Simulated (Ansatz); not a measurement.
Cd(Me)(Et) (C3H8Cd), SMILES C[CH2][Cd][CH3]. Atoms are numbered in the order given.

```xyz
12

Cd    -0.1402     0.5399    -0.0830
C     -1.0226     2.1631     0.9935
H     -1.3863     1.8247     1.9767
H     -1.8753     2.5822     0.4362
H     -0.2880     2.9676     1.1558
C      0.7487    -1.0955    -1.1618
C      0.8731    -0.8903    -2.6766
H      0.1488    -1.9960    -0.9440
H      1.7414    -1.2804    -0.7162
H      1.4941    -0.0141    -2.9279
H     -0.1075    -0.7347    -3.1570
H      1.3366    -1.7620    -3.1748
```

Geometry optimised at B3LYP-D3(BJ)/def2-SVP. The structure was generated by enumeration; whether it is a known compound was not checked. The def2 effective core potentials stand for the cores of Cd; spin–orbit coupling is left out. One conformer was computed; it need not be the lowest.

Two levels are set side by side: PBE-D3(BJ)/def2-SVP (Ansatz, a program for electronic structure) and B3LYP-D3(BJ)/def2-SVP (Ansatz). Each level has its own optimised geometry; the coordinates shown are those of the second. Differences are taken from unrounded values.

| quantity | B3LYP-D3(BJ) | PBE-D3(BJ) | PBE-D3(BJ) minus B3LYP-D3(BJ) |
|---|---|---|---|
| mean bond length (Å) | 1.332 | 1.336 | 0.004 |
| bond Cd1–C2 (Å) | 2.138 | 2.130 | -0.009 |
| bond Cd1–C6 (Å) | 2.151 | 2.144 | -0.007 |
| bond C6–C7 (Å) | 1.534 | 1.534 | 0.000 |
| bond C2–H3 (Å) | 1.102 | 1.109 | 0.007 |
| bond C2–H4 (Å) | 1.102 | 1.109 | 0.007 |
| bond C2–H5 (Å) | 1.102 | 1.109 | 0.007 |
| bond C6–H8 (Å) | 1.104 | 1.112 | 0.008 |
| bond C6–H9 (Å) | 1.104 | 1.112 | 0.008 |
| bond C7–H10 (Å) | 1.103 | 1.110 | 0.007 |
| bond C7–H11 (Å) | 1.103 | 1.110 | 0.007 |
| bond C7–H12 (Å) | 1.106 | 1.113 | 0.008 |

GGA bonds tend to be longer and softer than those of functionals with exact exchange. Differences between two approximate levels are no errors against the true value.
